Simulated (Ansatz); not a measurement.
The same ligand exchange along the group V, Nb, Ta.

Gas-phase electronic energies from Ansatz, PBE0-D4/def2-TZVP geometries. CCSD(T)/CBS is the MP2 limit (def2-TZVPP, def2-QZVPP) plus CCSD(T) − MP2 in def2-TZVPP, frozen cores. This one scheme is used for every species. def2 core potentials past Kr. For Nb, Ta, V outer-core shells are correlated without core-valence functions, which leaves a few kJ/mol of doubt a bond. Scalar relativity is left out up to krypton. One conformer a species, not always the lowest.

```csv
reaction,HF/CBS(def2) (eV)
`[O]=[V]([OH])([OH])[OH]` + HCl → `[O]=[V]([OH])([OH])[Cl]` + H₂O,-0.23
`[O]=[Nb]([OH])([OH])[OH]` + HCl → `[O]=[Nb]([OH])([OH])[Cl]` + H₂O,-0.33
`[O]=[Ta]([OH])([OH])[OH]` + HCl → `[O]=[Ta]([OH])([OH])[Cl]` + H₂O,-0.39
```

Give the CCSD(T)/CBS values in the same order. (Estimate.)

Computed: -0.30, -0.37, -0.44 eV.

Largest T1 diagnostic: 0.032, for `[O]=[V]([OH])([OH])[OH]`, so its coupled-cluster energy is less sure.
